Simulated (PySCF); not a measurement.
## Relaxation of quartet KN₂

These are results of UPBE0 in PySCF with K def2-TZVP, N def2-TZVP; no relativity; density-fitted integrals, not measurements. A (50,194) grid was used.

A hand-made side-on start, of C2v symmetry, held to at least that symmetry:

Coordinates in bohr (charge 0 multiplicity 4):
```
K     0.0000    0.0000   -2.1209
N     1.1338    0.0000    2.9507
N    -1.1338    0.0000    2.9507
```

What forces act on the atoms at the start (eV/Å)?


```json
{"atom": "K1", "Fx": "0.00", "Fy": "0.00", "Fz": "0.21"}
{"atom": "N2", "Fx": "8.70", "Fy": "0.00", "Fz": "-0.10"}
{"atom": "N3", "Fx": "-8.70", "Fy": "0.00", "Fz": "-0.10"}
```

What does it relax to?

It ends at C2v with K–N 2.464 Å (×2), N–N 1.409 Å; K–N–N 73.4° (×2), N–K–N 33.2° (after a last refinement on a finer grid). A frequency run shows a minimum. Other isomers or separated fragments may lie lower.

How much energy is released, and in how many steps?

96.7 kJ/mol in 8 steps.
